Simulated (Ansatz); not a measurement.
Basis-set extrapolation for BH₆NOSSi (`NB(S)O[SiH3]`) (PBE0-D4/def2-TZVP geometry, frozen core, Ansatz 0.2.0). Multiplicity 1, RHF reference.

|  | def2-TZVPP | def2-QZVPP |
| --- | --- | --- |
| HF | -844.220892 | -844.249261 |
| MP2 correlation | -0.845248 | -0.911434 |
| CCSD(T) correlation | -0.929277 | not run |

Energies in hartree. Use E(X) = E(∞) + A·exp(−7.88·√X) for Hartree–Fock and E(X) = E(∞) + B·X^(−2.97) for correlation, with X = 3 and 4, and add CCSD(T) minus MP2 of the smaller set to the MP2 limit.

What is the CCSD(T) energy at the basis-set limit?

HF limit: -844.249261 + (-0.028369) × 0.13774 = -844.25317. MP2 limit: -0.911434 + (-0.066186) × 0.74074 = -0.96046. Higher-order term: -0.929277 − (-0.845248) = -0.08403. Total: -845.29766 hartree, 387.2 kJ/mol below CCSD(T)/def2-TZVPP.
